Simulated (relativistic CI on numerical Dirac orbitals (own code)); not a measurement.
## Sc³⁺ in a cubic cluster: L2,3 absorption with charge transfer

Computed with a charge-transfer multiplet model of a cubic metal-ligand cluster with up to 2 ligand holes, Slater and spin-orbit integrals from Dirac-Coulomb-Breit ions, Slater integrals scaled by 0.8. The ground state mixes d0 with configurations of k ligand holes L, whose averages lie at kΔ + k(k − 1)U_dd/2; a core hole lowers each added d electron by U_cd. 20 K, Lorentzian 0.4 eV and Gaussian 0.3 eV FWHM.

Atomic integrals in eV (Slater integrals scaled, ζ unscaled), ground: F2dd 4.710, F4dd 2.885, zeta_d 0.005; with the core hole: F2dd 4.710, F4dd 2.885, zeta_d 0.020, zeta_core 3.005, F2cd 4.113, G1cd 2.955, G3cd 1.675. Where a configuration has fewer than two d electrons, the dd integrals are those of d2.

Cluster parameters (eV): Δ = 5.4, U_dd = 4.1, U_cd = 4.6, 10Dq(ligand) = 0.2, V(eg) = 1.55, V(t2g) = -0.83, final-state hopping factor = 1.

```csv
Case,n_d,d0,d1L,d2L2,S
10Dq = 1.25 eV,0.28,0.74,0.25,0.02,0.00
10Dq = 1.85 eV,0.28,0.74,0.24,0.02,0.00
10Dq = 2.45 eV,0.28,0.74,0.24,0.02,0.00
```

Weights, n_d and S are thermal averages at 20 K. Photon energies count from the first peak over 30 % of the highest in each spectrum, which can be another peak from case to case. The parameters are a model scan and need not match a compound or its usual spin state. Peaks in eV (height, largest 100):
- 10Dq = 1.25 eV: -1.8 (19), 0.0 (77), 2.4 (35), 4.3 (100)
- 10Dq = 1.85 eV: 0.0 (31), 2.1 (65), 4.3 (51), 6.5 (100)
- 10Dq = 2.45 eV: 0.0 (42), 2.5 (54), 4.4 (75), 7.0 (100)

A d0 ion has no d-d gap: its lowest excitations are ligand-to-metal charge transfer. With the core hole the configuration with one ligand hole lies at Δ + U_dd − U_cd = 4.9 eV above the one without, against Δ in the ground state. The added d electron screens the hole, so the order of the configurations is kept and charge-transfer satellites are weaker than in photoemission.
